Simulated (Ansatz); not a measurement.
Reaction (ligand exchange at a B–C bond): `BCN[SiH3]` + `C#C[SiH2]O` → `BO[SiH2]C#C` + `CN[SiH3]`

Calculated with Ansatz (gas phase, PBE0-D4/def2-TZVP geometries, no zero-point term in ΔE). CCSD(T)/CBS is the MP2 limit (def2-TZVPP, def2-QZVPP) plus CCSD(T) − MP2 in def2-TZVPP, frozen cores. DFT in def2-TZVPP. B3LYP here is the variant with VWN-RPA as its local correlation; programs differ in this. HSE06 is defined as in plane-wave codes. Each species was taken in one conformer, which may not be the lowest.

`BCN[SiH3]`:

```xyz
12

B    -1.357    1.686    0.395
C    -0.782    0.357   -0.143
N     0.585    0.027    0.179
Si    1.368   -1.427   -0.275
H    -2.467    2.001    0.080
H    -0.735    2.388    1.142
H    -0.954    0.334   -1.233
H    -1.505   -0.399    0.233
H     1.004    0.620    0.874
H     2.768   -1.345    0.215
H     0.725   -2.652    0.289
H     1.349   -1.589   -1.756
```

`C#C[SiH2]O`:

```xyz
8

C    -0.156    1.306   -1.714
C     0.003    0.708   -0.678
Si    0.220   -0.202    0.892
O     0.128   -1.824    0.659
H    -0.292    1.836   -2.630
H    -0.827    0.285    1.825
H     1.568    0.058    1.439
H    -0.643   -2.168    0.206
```

`BO[SiH2]C#C`:

Cartesian coordinates in Å:
```
B 0.815 1.705 -1.157
O -0.094 0.721 -1.004
Si 0.043 -0.818 -0.416
C -0.808 -0.912 1.189
C -1.362 -0.998 2.257
H 1.964 1.515 -0.853
H 0.441 2.752 -1.603
H -0.618 -1.726 -1.376
H 1.472 -1.169 -0.236
H -1.853 -1.070 3.200
```

`CN[SiH3]`:

```xyz
10

C    -1.263   -0.467   -0.374
N    -0.177   -0.284    0.564
Si    1.243    0.605    0.190
H    -2.206   -0.645    0.151
H    -1.394    0.445   -0.963
H    -1.105   -1.294   -1.079
H    -0.098   -1.026    1.241
H     0.845    1.968   -0.256
H     2.089    0.028   -0.900
H     2.065    0.669    1.425
```

```csv
level,ΔE (kJ/mol),difference from CCSD(T)/CBS
LDA (SPW92),-125.0,9.7
PBE-D4,-126.9,7.8
revPBE-D4,-126.2,8.5
r2SCAN-D4,-131.7,3.0
B97M-V,-133.9,0.8
PBE0-D4,-128.5,6.2
B3LYP-D4,-137.2,-2.5
r2SCANh-D4,-132.0,2.7
r2SCAN0-D4,-132.4,2.3
HSE06-D4,-128.5,6.2
ωB97X-V,-132.7,2.0
ωB97M-V,-132.5,2.2
B2PLYP,-138.6,-3.9
PBE-QIDH,-132.9,1.8
PBE,-126.9,7.8
revPBE,-127.0,7.7
BLYP,-136.7,-2.0
r2SCAN,-131.7,3.0
PBE0,-128.5,6.2
B3LYP,-137.3,-2.6
r2SCANh,-132.0,2.7
r2SCAN0,-132.4,2.3
HSE06,-128.6,6.1
BHLYP,-139.9,-5.2
CAM-B3LYP,-138.0,-3.3
LC-ωPBE,-129.6,5.1
RPA@PBE/def2-TZVPP,-140.7,-6.0
HF/def2-SVP,-154.6,-19.9
CCSD/def2-SVP,-156.2,-21.5
CCSD(T)/def2-SVP,-157.4,-22.7
HF/def2-TZVPP,-145.0,-10.3
MP2/def2-TZVPP,-137.2,-2.5
SCS-MP2/def2-TZVPP,-140.2,-5.5
CCSD/def2-TZVPP,-137.3,-2.6
CCSD(T)/def2-TZVPP,-137.2,-2.5
HF/def2-QZVPP,-145.8,-11.1
MP2/def2-QZVPP,-136.1,-1.4
SCS-MP2/def2-QZVPP,-139.0,-4.3
HF/CBS(def2),-145.9,-11.2
MP2/CBS(def2),-134.8,-0.1
CCSD(T)/CBS,-134.7,0
```

What do rigid-rotor, harmonic-oscillator terms from PBE0-D4/def2-TZVP frequencies (298.15 K, 1 bar) make of the CCSD(T)/CBS value? (Estimate.)

Ansatz gave: ΔZPE = +8.1 kJ/mol, ΔH = -128.0 kJ/mol, ΔS = -8 J/(mol·K), ΔG = -125.6 kJ/mol. Modes under 50 cm⁻¹ make the entropy rough.

Largest T1 diagnostic among the species: 0.014.

In def2-TZVPP, CCSD(T) changes the Hartree–Fock value by +7.9 kJ/mol (the triples alone add +0.1 kJ/mol) and MP2 by +7.8 kJ/mol. Leaving LDA and LC-ωPBE aside and taking each functional with its dispersion term where it has one, the values, not all of them listed here, spread over 14.0 kJ/mol, from BHLYP-D4 to revPBE-D4. From BLYP to BHLYP (50 % exact exchange), in def2-TZVPP and without D4, ΔE moves by −3.2 kJ/mol.
